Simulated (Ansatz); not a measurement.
Reaction (formal exchange of groups at the Se–Si bond): `N[Si](O)(S)[SeH]` + `CSC` → `CSC[SeH]` + `N[SiH](O)S`

Calculated with Ansatz (gas phase, PBE0-D4/def2-TZVP geometries, no zero-point term in ΔE). CCSD(T)/CBS adds triple-zeta CCSD(T) − MP2 to the extrapolated MP2 energy (def2 sets, frozen cores). Functionals use def2-TZVPP. B3LYP here is the variant with VWN-RPA as its local correlation; programs differ in this. For Se outer-core shells are correlated without core-valence functions, which leaves a few kJ/mol of doubt a bond. Scalar relativity is left out up to krypton. Each species was taken in one conformer, which may not be the lowest.

| level | ΔE (kcal/mol) |
| --- | --- |
| B3LYP-D4 | 26.9 |
| B2PLYP | 26.5 |
| r2SCAN | 28.1 |
| MP2/def2-TZVPP | 26.8 |
| SCS-MP2/def2-TZVPP | 25.9 |
| CCSD/def2-TZVPP | 26.3 |
| HF/def2-QZVPP | 27.3 |
| HF/CBS(def2) | 27.3 |

(1) What does CCSD(T)/CBS give? (An estimate is asked.)

Largest T1 diagnostic among the species: 0.011.

Answers

(1) Ansatz gave: +27.2 kcal/mol. The listed levels differ from it by -0.3, -0.7, 0.9, -0.4, -1.3, -0.9, 0.1, 0.1 kcal/mol.

From PBE to PBE0 (25 % exact exchange), in def2-TZVPP and without D4, ΔE moves by +1.0 kcal/mol.
